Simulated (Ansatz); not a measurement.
Process, species as SMILES: F[SiH2]F → 2 F atom + 2 H atom + Si atom
B3LYP-D3(BJ)/def2-TZVP geometries, fixed; electronic energies without zero-point terms.

Energies in hartree at MP2 with Ansatz (a first-principles code); the atomisation energy is their sum with the coefficients shown, times 627.509 kcal/mol a hartree. All functions are spherical. Cores are frozen. Open shells are unrestricted. No added dispersion term, no relativity.

| species | coefficient | part | cc-pV(D+d)Z | cc-pV(T+d)Z | cc-pV(Q+d)Z |
|---|---|---|---|---|---|
| F[SiH2]F | -1 | Hartree-Fock | -489.10420 | -489.20547 | -489.22975 |
| F[SiH2]F | -1 | correlation | -0.47380 | -0.62712 | -0.68465 |
| F atom | +2 | Hartree-Fock | -99.37524 | -99.40552 | -99.41377 |
| F atom | +2 | correlation | -0.14060 | -0.19983 | -0.22144 |
| H atom | +2 | Hartree-Fock | -0.49928 | -0.49981 | -0.49995 |
| Si atom | +1 | Hartree-Fock | -288.85023 | -288.85649 | -288.85845 |
| Si atom | +1 | correlation | -0.04548 | -0.05613 | -0.05985 |

Problem. Predict the atomisation energy in cc-pV(5+d)Z (X = 5): let each Hartree-Fock step shrink by the ratio of the last two, and fit each correlation energy at X = 3 and 4 to E + A/X^3. Compare with the run.

Solution. 
- F[SiH2]F: steps -0.10127 and -0.02428, ratio 0.240, so Hartree-Fock -489.23558 (run: -489.23505); A = (-0.62712 - (-0.68465))/(1/27 - 1/64) = 2.6868, correlation -0.68465 - A/64 + A/125 = -0.70514 (run: -0.70895).
- F atom: steps -0.03028 and -0.00825, ratio 0.272, so Hartree-Fock -99.41601 (run: -99.41605); A = (-0.19983 - (-0.22144))/(1/27 - 1/64) = 1.0092, correlation -0.22144 - A/64 + A/125 = -0.22914 (run: -0.23068).
- H atom: steps -0.00053 and -0.00014, ratio 0.264, so Hartree-Fock -0.49999 (run: -0.49999).
- Si atom: steps -0.00626 and -0.00196, ratio 0.313, so Hartree-Fock -288.85906 (run: -288.85883); A = (-0.05613 - (-0.05985))/(1/27 - 1/64) = 0.1737, correlation -0.05985 - A/64 + A/125 = -0.06117 (run: -0.06164).
Predicted 458.21 kcal/mol; the run in cc-pV(5+d)Z gives 458.14, a miss of 0.08. Keeping the value in cc-pV(Q+d)Z, 455.43, would miss by -2.70. All sums are of the energies as printed.
